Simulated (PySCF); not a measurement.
C₄H₄O, SMILES c1ccoc1. The structure is a stationary point at r2SCAN-D4/def2-SVP.

Problem. Give the equilibrium geometry at r2SCAN-D4/def2-SVP (PySCF confirms it by a frequency run) as Cartesian coordinates in Å, and its point group. (The exact figures need the calculation; the answer reports its results.)

Solution. point group C2v.
```xyz
9

C      0.0000    -0.7165    -0.9622
C      0.0000     0.7165    -0.9622
C      0.0000     1.0932     0.3525
O      0.0000     0.0000     1.1562
C      0.0000    -1.0932     0.3525
H      0.0000    -1.3789    -1.8264
H      0.0000     1.3789    -1.8264
H      0.0000     2.0552     0.8599
H      0.0000    -2.0552     0.8599
```
Charge 0, spin multiplicity 1.
